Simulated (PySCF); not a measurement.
Run record: excited-state job, `CSc1oc(C)cp1`.

Computed with TDDFT B3LYP/def2-SVPD, vertical, gas phase, core orbitals frozen in the response (PySCF 2.14.0, density-fitted response routines). Geometry: GFN2-xTB. The input is one job of a driver script: a line of settings, then coordinates in Å.

Command:
```bash
OMP_NUM_THREADS=1 python probes_run.py task.json out
```

Input:
```
{"job": {"kind": "uv", "xc": "B3LYP", "basis": "def2-SVPD", "nstates": 8, "ntriplets": 3}, "charge": 0, "multiplicity": 1}
C      3.363892    -0.194205    -0.107376
S      2.002309    -1.062126     0.713768
C      0.666952    -0.236010    -0.047836
O     -0.546507    -0.629670     0.361421
C     -1.523512     0.051563    -0.269393
C     -2.923072    -0.285147     0.115006
C     -1.077735     0.967858    -1.164885
P      0.686943     1.007154    -1.248249
H      3.300316     0.866790     0.119767
H      3.297989    -0.355599    -1.179985
H      4.284607    -0.613159     0.284650
H     -3.281007     0.395713     0.887518
H     -2.956836    -1.298095     0.507946
H     -3.580054    -0.204433    -0.746622
H     -1.718701     1.597356    -1.753297
```

Problem. Give the output.

Solution. 
```
coarse grid: 14104 points
cycle   1  E = -1008.9227547202  dE =  1.214e+00  |g| = 5.139e-01  |ddm| = 6.741e+00
cycle   2  E = -1008.8670118153  dE =  5.574e-02  |g| = 7.248e-01  |ddm| = 1.600e+00
cycle   3  E = -1008.9799092580  dE = -1.129e-01  |g| = 1.206e-01  |ddm| = 9.689e-01
cycle   4  E = -1008.9831391751  dE = -3.230e-03  |g| = 5.166e-02  |ddm| = 2.955e-01
cycle   5  E = -1008.9837308900  dE = -5.917e-04  |g| = 2.252e-02  |ddm| = 9.577e-02
cycle   6  E = -1008.9838447867  dE = -1.139e-04  |g| = 6.733e-03  |ddm| = 3.649e-02
cycle   7  E = -1008.9838549000  dE = -1.011e-05  |g| = 2.550e-03  |ddm| = 1.371e-02
cycle   8  E = -1008.9838565201  dE = -1.620e-06  |g| = 5.550e-04  |ddm| = 4.468e-03
final grid: 128528 points
cycle   9  E = -1009.1142401158  dE = -4.074e-05  |g| = 5.449e-03  |ddm| = 1.204e-01
cycle  10  E = -1009.1142341638  dE =  5.952e-06  |g| = 7.292e-03  |ddm| = 1.878e-02
cycle  11  E = -1009.1142475542  dE = -1.339e-05  |g| = 7.772e-04  |ddm| = 1.087e-02
cycle  12  E = -1009.1142476930  dE = -1.387e-07  |g| = 1.710e-04  |ddm| = 1.437e-03
cycle  13  E = -1009.1142476978  dE = -4.812e-09  |g| = 9.794e-05  |ddm| = 4.640e-04
cycle  14  E = -1009.1142477001  dE = -2.271e-09  |g| = 4.458e-05  |ddm| = 2.246e-04
cycle  15  E = -1009.1142477006  dE = -5.093e-10  |g| = 9.627e-06  |ddm| = 7.673e-05
converged SCF energy = -1009.1142477006

Static polarisability (au): isotropic 110.552, principal 72.124 111.933 147.599

Singlet excitations
state   eV       nm        f      main configurations
  1   4.3937    282.2   0.22630   H->L 0.96
  2   4.6284    267.9   0.00016   H->L+1 0.96
  3   5.1489    240.8   0.01475   H->L+3 0.66, H->L+2 0.28
  4   5.1761    239.5   0.04344   H->L+2 0.58, H->L+3 0.30, H-1->L 0.10
  5   5.3215    233.0   0.00252   H->L+4 0.92
  6   5.7508    215.6   0.00592   H->L+5 0.88
  7   5.9242    209.3   0.01143   H-2->L 0.68, H->L+6 0.24
  8   5.9684    207.7   0.00105   H->L+6 0.66, H-2->L 0.22

Triplet excitations (Tamm-Dancoff, eV): 2.8936 4.1715 4.3916
```

The SCF starts on a coarse grid where the log names one; the energy can jump when the final grid takes over, and dE then counts from the start density on the new grid. H and L stand for HOMO and LUMO; the number after each pair is its weight.

Problem. Which computed singlet has the largest oscillator strength, and what do all of them sum to?

Solution. State 1 at 4.39 eV (282 nm), f = 0.226; the 8 states sum to 0.306.

Problem. How does the lowest singlet excitation compare with the HOMO–LUMO gap?

Solution. HOMO -5.58 eV and LUMO -0.88 eV give a gap of 4.70 eV; S1 at 4.39 eV lies 0.31 eV below it.

Main results: HOMO -5.58 eV, LUMO -0.88 eV; lowest singlet 4.39 eV; lowest triplet 2.89 eV (Tamm–Dancoff); mean polarisability 110.6 au.

 GFN2-xTB frequencies show an imaginary mode (42i cm⁻¹), so this geometry is no minimum at that level.

Problem. How long does this job take on one thread of an Arm Neoverse V2 (shared host)? And the peak memory of the process?

Solution. About 40 s, with 0.92 GiB resident at the peak, the Python interpreter and its libraries included.

One conformer stands for the species.
Labels such as C1 count atoms from 1, the log's own numbers from 0.
